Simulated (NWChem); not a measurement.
System: C3H7Cl; SMILES CC(C)Cl

Here is an NWChem input.

```
start job
memory heap 200 mb stack 900 mb global 1100 mb
geometry units angstroms noautoz
  C      0.129090    -1.048146    -1.268065
  C     -0.393591    -0.407149     0.000000
  C      0.129090    -1.048146     1.268065
  Cl     0.039946     1.350911     0.000000
  H      1.228313    -1.004317    -1.301140
  H     -0.177022    -2.106065    -1.307073
  H     -0.263205    -0.540413    -2.160224
  H     -1.493931    -0.416534     0.000000
  H      1.228313    -1.004317     1.301140
  H     -0.177022    -2.106065     1.307073
  H     -0.263205    -0.540413     2.160224
end
basis spherical
  * library 6-31g*
end
dft
  xc b3lyp
  iterations 150
  mulliken
end
task dft energy
```

Coordinates come from a PBE0/def2-SVP optimisation.

Q: Give the results of this calculation. (B3LYP/6-31G* (spherical d).) Quantities: basis functions; energy (Ha); highest occupied level (eV); orbital gap (eV); dipole (D).

A: 
| Item | Value |
|---|---|
| number of basis functions | 74 |
| energy (Ha) | -578.74 |
| highest occupied level (eV) | -7.86 |
| orbital gap (eV) | 8.78 |
| dipole (D) | 2.24 |
